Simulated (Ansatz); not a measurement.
Calculated with Ansatz (gas phase, PBE0-D4/def2-TZVP geometries, no zero-point term in ΔE). CCSD(T)/CBS is the MP2 limit (def2-TZVPP, def2-QZVPP) plus CCSD(T) − MP2 in def2-TZVPP, frozen cores. Functionals use def2-TZVPP. HSE06 is defined as in plane-wave codes. Elements past krypton have def2 core potentials. For Ge, I outer-core shells are correlated without core-valence functions, which leaves a few kJ/mol of doubt a bond. Scalar relativity is left out up to krypton.

Consider the formal exchange of groups at the Si–I bond: `F[Si](F)(Cl)I` + GeH₄ → `F[Si](F)(Cl)[GeH3]` + HI.

`F[Si](F)(Cl)I`:

Cartesian coordinates in Å:
```
F -1.528 0.612 0.029
Si -0.091 -0.028 0.086
F -0.243 -1.467 0.706
Cl 1.063 1.082 1.306
I 0.800 -0.199 -2.127
```

GeH₄:

Z-matrix (Å, degrees):
```
Ge
H 1 1.534
H 1 1.534 2 109.5
H 1 1.534 2 109.5 3 -120.0
H 1 1.534 2 109.5 3 120.0
```

`F[Si](F)(Cl)[GeH3]`:

Cartesian coordinates in Å:
```
F 1.573 -1.484 -0.696
Si 1.122 -0.076 -0.126
F 1.899 0.125 1.241
Cl 1.774 1.350 -1.420
Ge -1.221 0.005 0.201
H -1.639 -1.086 1.194
H -1.594 1.386 0.753
H -1.915 -0.221 -1.147
```

HI:

```xyz
2

I    -0.481    0.240   -0.599
H     0.481   -0.240    0.599
```

```json
{"species": "`F[Si](F)(Cl)I`", "HSE06-D4 energy (Eh)": "-1246.97019"}
{"species": "GeH₄", "HSE06-D4 energy (Eh)": "-2079.12012"}
{"species": "`F[Si](F)(Cl)[GeH3]`", "HSE06-D4 energy (Eh)": "-3027.75112"}
{"species": "HI", "HSE06-D4 energy (Eh)": "-298.31659"}
```

Task: Work out ΔE.

Result: ΔE = (-3027.75112) + (-298.31659) − (-1246.97019) − (-2079.12012) = 0.02260 Eh = +59.3 kJ/mol. CCSD(T)/CBS gives +63.9 kJ/mol.

Largest T1 diagnostic among the species: 0.012.

From PBE to PBE0 (25 % exact exchange), in def2-TZVPP and without D4, ΔE moves by +4.6 kJ/mol. At CCSD(T), def2-SVP lies −9.0 kJ/mol from the extrapolated value and def2-TZVPP −6.0 kJ/mol. Leaving LDA and LC-ωPBE aside and taking each functional with its dispersion term where it has one, the values, not all of them listed here, spread over 10.4 kJ/mol, from BLYP-D4 to PBE-QIDH.
